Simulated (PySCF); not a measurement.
Give a GFN2-xTB geometry of InChI=1S/C3H9ClSi/c1-5(2,3)4/h1-3H3.

```xyz
14
C3H9ClSi angstrom
C     -0.7529    1.6079   -0.3854
Si     0.1556    0.1251    0.3925
C      1.6309   -0.4049   -0.6901
C     -1.0400   -1.3330    0.6634
Cl     0.8788    0.7061    2.2150
H     -1.1575    1.3546   -1.3606
H     -1.5785    1.9381    0.2388
H     -0.0850    2.4546   -0.5167
H      2.1757   -1.2295   -0.2388
H      1.3026   -0.7265   -1.6738
H      2.3335    0.4123   -0.8277
H     -1.4575   -1.6798   -0.2769
H     -1.8687   -1.0505    1.3066
H     -0.5375   -2.1749    1.1313
```

Any rigid rotation of these coordinates is as good. Atoms count from 1 in this order. All 3 C–Si bonds measure 1.905 Å. Si2 (chlorine-bound silicon) is tetrahedral (angles from 108.1° to 110.8°).

Bonds between heavy atoms (Å): C1–Si2 1.905, Si2–C3 1.905, Si2–C4 1.905, Si2–Cl5 2.045.

The geometry is computed with GFN2-xTB (gas phase).

Point group: C3v (tolerance 0.08 Å). Stationary, but not proved a minimum.
